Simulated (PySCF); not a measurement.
CH8GeOSi, SMILES [SiH2](C)[O][GeH3].

The structure is a stationary point at TPSSh-D3(BJ)/def2-SVP. This is a generated structure with no PubChem entry under its InChIKey; it may be hypothetical. One conformer was computed; it need not be the lowest.

Vertical ionisation energy (IE) and electron affinity (EA) in eV. Rows of orbital energies are one-electron estimates. Where ΔSCF, EOM or ADC give a negative EA the extra electron is unbound and the value depends on the basis.

```csv
level,IE,EA
"−ε(HOMO), −ε(LUMO), r2SCAN/def2-TZVP (PySCF)",7.15,0.51
"−ε(HOMO), −ε(LUMO), PBE/def2-TZVP (PySCF)",6.79,0.86
```
